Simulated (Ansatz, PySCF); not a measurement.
System: CHS, net charge 0, doublet state. It need not be the lowest isomer of its formula. 
Structure (B3LYP-D3(BJ)/def2-TZVP (Ansatz, a first-principles code) minimum search):
SMILES: S[C]
```xyz
3

S     -0.0500    -0.0191    -0.4147
C     -0.0717    -0.0128     1.2269
H      1.2300     0.3820    -0.7268
```
Charge 0, spin multiplicity 2.

Wanted: atomisation energy (electronic, to ground-state atoms); the coupled-cluster value holds the core correlation from cc-pwCVTZ, in kcal/mol. Cores are frozen in the correlated levels unless marked. Open shells are spin-unrestricted. No spin-orbit coupling. No relativistic terms. CBS(X,Y): correlation extrapolated as X^-3; Hartree-Fock from the larger set.

Level to compare with: CCSD(T)/CBS(aug-cc-pV(T+d)Z,aug-cc-pV(Q+d)Z) plus the core term (Ansatz), 186.3 kcal/mol. It is a level with limits of its own, and the differences hold the functionals' basis error too.

Task: Rank these functionals by how close they come to CCSD(T)/CBS(aug-cc-pV(T+d)Z,aug-cc-pV(Q+d)Z), closest first: PBE/def2-TZVPD (Ansatz); r2SCAN/def2-TZVPD (Ansatz); TPSS/def2-TZVPD (PySCF); BP86/def2-TZVPD (PySCF).

Result: r2SCAN/def2-TZVPD (meta-GGA, 190.7 kcal/mol, difference 4.4), TPSS/def2-TZVPD (meta-GGA, 192.2 kcal/mol, difference 5.9), PBE/def2-TZVPD (GGA, 198.2 kcal/mol, difference 11.9), BP86/def2-TZVPD (GGA, 199.3 kcal/mol, difference 13.0)
